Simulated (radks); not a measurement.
The numbers below are computed, except where a source is named.
Species: Ta III. Configuration: [Xe] 4f13 5d3 6p1 (not the ground configuration). Code: a radial shooting solver on a logarithmic mesh with Libxc functionals. Model: Dirac Kohn-Sham, LDA (Slater exchange, Perdew-Wang correlation), spin-unpolarised, spherical densities, point nucleus; open shells are shared between the two j in proportion to 2j + 1.

Normalised radial functions P(r) = r R(r) (large component), r in bohr:

```
   r/bohr * 6p3/2 (the largest magnitude, 0.605, reaches the edge; | marks zero)
 0.001273                             *
 0.001726                             *
 0.002358                             *
 0.003195                             *
  0.00433                             *
 0.005916                             *
 0.008018                             |*
  0.01087                             |*
  0.01485                             | *
  0.02012                             |  *
  0.02749                             |  *
  0.03725                             |   *
  0.05048                             |   *
  0.06897                             | *
  0.09347                           * |
   0.1267                        *    |
   0.1731                        *    |
   0.2346                             *
   0.3204                             |      *
   0.4343                             |       *
   0.5886                            *|
   0.8041                  *          |
     1.09                *            |
    1.489                           * |
    2.018                             |              *
    2.734                             |                          *
    3.736                             |                         *
    5.063                             |              *
    6.861                             |    *
    9.374                             |*
```

6p3/2: eigenvalue -14.400 eV, 4 radial nodes at r = 0.0826, 0.238, 0.580, 1.55 bohr, <r> = 3.43 bohr, 90 % of the charge inside 4.93 bohr.
